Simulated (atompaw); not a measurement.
## Pseudopotential generation for ruthenium: PAW (atompaw), PBE, scalar-relativistic.

Ru, PAW, made with atompaw 4.2.0.5 (PBE, scalar-relativistic). Core [Ar] 3d10, reference 4s2 4p6 4d7 5s0 5p0 (charge +1). Waves: 4s (bound): rc 1.60 bohr; 5s (bound, empty): rc 1.65 bohr; 4p (bound): rc 1.70 bohr; 5p (bound, empty): rc 1.90 bohr; 4d (bound): rc 1.45 bohr; 4d channel at -0.6 Ry: rc 1.45 bohr. Local part: troulliermartins scheme with l = 3 at 0 Ry, radius 1.70 bohr. Core correction: smooth core density matched at 1.85 bohr. Augmentation charge: besselshape compensation charge, radius 1.75 bohr; PAW radius 1.90 bohr; waves and projectors: custom polynom2 7 10 vanderbiltortho.

All-electron outer shells of the reference configuration (PBE, scalar-relativistic, ld1.x):

| shell | level (eV) | outermost node (bohr) | outermost maximum (bohr) |
| --- | --- | --- | --- |
| 3d | -280.42 | – | 0.30 |
| 4s | -83.77 | 0.48 | 0.92 |
| 4p | -53.85 | 0.49 | 0.98 |
| 4d | -12.54 | 0.48 | 1.21 |
| 5s | -10.50 | 1.23 | 2.59 |
| 5p | -6.12 | 1.40 | 3.33 |

Calculated quality:

* Cutoffs needed: 180 Ry and over 300 Ry (the cutoffs (Ry, on a coarse ladder) from which the occupation-weighted sum of valence levels, in a spherical-Bessel basis at the reference potential, stays within 10 and 1 mRy of its value at 400 Ry)
* Ghost test: no extra level below or beside the all-electron valence levels (s, p, d, f tested) (spherical-Bessel basis up to 400 Ry, 20 bohr box)
* Lowest eigenvalue of the overlap operator: 0.39 (s channel)
* Overlap eigenvalues printed by atompaw (projector basis): 0.554, 0.81, 1.42, 70.7, 614, 3.13e+04
* Share of each valence orbital outside the PAW sphere: 4s 2 %, 5s 89 %, 4p 5 %, 5p 96 %, 4d 29 %

Generation and tests took about 14 s on one core of a shared server CPU.
